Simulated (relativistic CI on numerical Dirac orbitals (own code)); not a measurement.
## Crystal-field levels of Os⁵⁺, 5d3

Calculated by Dirac-Coulomb-Breit CI, separate exchange-only KLI orbitals for each configuration, model QED (radiative potential, 1s self-energy scaled to tabulated hydrogen-like ionisation energies), valence Slater integrals scaled by 0.75, one configuration in a parametric crystal field (own radial code).

Field parameters in Wybourne normalisation: Oh B⁴₀ = 21Dq, B⁴₄ = √(5/14) B⁴₀. The field is a parameter set, without covalency.

S is read from ⟨S²⟩ = S(S + 1).

Levels (cm⁻¹, degeneracy): 0 (4), 12803 (4), 14646 (4), 15659 (2), 24516 (2), 26499 (4), 41635 (2), 42523 (4), 43323 (4), 44421 (2), 48997 (2), 51045 (4).

Problem. Which field gives this pattern?
A. Oh, 10Dq = 41950 cm⁻¹
B. Oh, 10Dq = 18000 cm⁻¹
C. Oh, 10Dq = 10000 cm⁻¹
D. Oh, 10Dq = 25950 cm⁻¹

Solution. A. Oh, 10Dq = 41950 cm⁻¹, ground level with S = 1.45.
